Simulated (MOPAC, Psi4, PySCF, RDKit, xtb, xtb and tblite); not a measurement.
Two geometries of SMILES c1(cccs1)[SiH2][SiH2]B, relaxed at GFN2-xTB with one dihedral held; other torsions can differ between them too.

Structure A

```
17

B     -2.0713     0.5588    -1.3278
Si    -2.4709    -0.6314     0.1593
Si    -0.6276    -1.0336     1.5312
C      0.8391    -0.0793     0.8424
C      0.8919     0.7300    -0.2536
C      2.1610     1.2978    -0.4945
C      3.0758     0.9116     0.4315
S      2.3954    -0.1464     1.6025
H     -1.7171     0.1461    -2.3666
H     -2.2209     1.7188    -1.2438
H     -3.5369    -0.1593     1.0639
H     -2.9672    -1.9655    -0.2298
H     -0.1949    -2.4366     1.6089
H     -0.7736    -0.5963     2.9273
H      0.0288     0.9143    -0.8787
H      2.3798     1.9588    -1.3145
H      4.1109     1.1819     0.5012
```

Structure B

```
17

B      2.5102    -0.8663    -0.0037
Si     1.1609     0.3844     0.6016
Si    -0.6391    -0.8452     1.4656
C     -0.9130    -0.4070     3.2670
C     -1.8590     0.3987     3.8289
C     -1.7194     0.5594     5.2239
C     -0.6556    -0.1233     5.7179
S      0.1880    -0.9727     4.4849
H      2.4671    -1.3337    -1.0769
H      3.3577    -1.2534     0.7054
H      1.5654     1.3417     1.6506
H      0.5842     1.2699    -0.4298
H     -0.4312    -2.3011     1.4240
H     -1.9299    -0.5952     0.8121
H     -2.6406     0.8606     3.2519
H     -2.3805     1.1541     5.8294
H     -0.3116    -0.1868     6.7312
```

Which is lower in energy at the level B3LYP-D3(BJ)/def2-SVP // GFN2-xTB (Psi4), and by how much?

B is lower, by 0.31 kcal/mol (dihedral B1–Si2–Si3–C4: 0° in A, 120° in B).

E(B) − E(A) in kcal/mol at the other levels, on the same two geometries: GFN2-xTB (xtb and tblite) 0.77; B3LYP/def2-SVP // GFN2-xTB (Psi4) -1.25; PBE/def2-SVP // GFN2-xTB (Psi4) -0.61; PBE-D3(BJ)/def2-SVP // GFN2-xTB (Psi4) -0.06; UFF // GFN2-xTB (RDKit) -19.23; PM7, restricted, heats of formation // GFN2-xTB (MOPAC) -3.98; AM1, restricted, heats of formation // GFN2-xTB (MOPAC) -1.58; GFN1-xTB // GFN2-xTB (xtb) 0.02; restricted B3LYP/6-31G*, spherical d, density fitting // GFN2-xTB (PySCF) -1.30; restricted Hartree-Fock/3-21G, density fitting // GFN2-xTB (PySCF) -1.49; restricted BP86/6-31G*, spherical d, density fitting // GFN2-xTB (PySCF) -0.92; restricted B3LYP/LANL2DZ, with its core potentials past Ne // GFN2-xTB (PySCF) -1.13.
